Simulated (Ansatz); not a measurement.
Computed with Ansatz on PBE0-D4/def2-TZVP structures; ΔE is electronic, products minus reactants. CCSD(T)/CBS is the MP2 limit (def2-TZVPP, def2-QZVPP) plus CCSD(T) − MP2 in def2-TZVPP, frozen cores. DFT in def2-TZVPP. B3LYP here is the variant with VWN-RPA as its local correlation; programs differ in this. For Br outer-core shells are correlated without core-valence functions, which leaves a few kJ/mol of doubt a bond. Scalar relativity is left out up to krypton. Each species was taken in one conformer, which may not be the lowest.

Consider the isomerisation: `CC(Br)BS` → `CSB(C)Br`.

| level | ΔE (kJ/mol) | difference from CCSD(T)/CBS |
| --- | --- | --- |
| PBE-D4 | -128.4 | 0.2 |
| r2SCAN-D4 | -133.2 | -4.6 |
| PBE0-D4 | -131.3 | -2.7 |
| B3LYP-D4 | -126.1 | 2.5 |
| B2PLYP | -128.5 | 0.1 |
| PBE | -129.3 | -0.7 |
| r2SCAN | -133.6 | -5.0 |
| PBE0 | -132.2 | -3.6 |
| HF/def2-TZVPP | -128.7 | -0.1 |
| MP2/def2-TZVPP | -130.9 | -2.3 |
| HF/def2-QZVPP | -128.5 | 0.1 |
| MP2/def2-QZVPP | -133.6 | -5.0 |
| SCS-MP2/def2-QZVPP | -128.9 | -0.3 |
| HF/CBS(def2) | -128.5 | 0.1 |
| MP2/CBS(def2) | -135.6 | -7.0 |
| CCSD/CBS(def2) | -128.8 | -0.2 |
| CCSD(T)/CBS | -128.6 | 0 |

Largest T1 diagnostic among the species: 0.011.
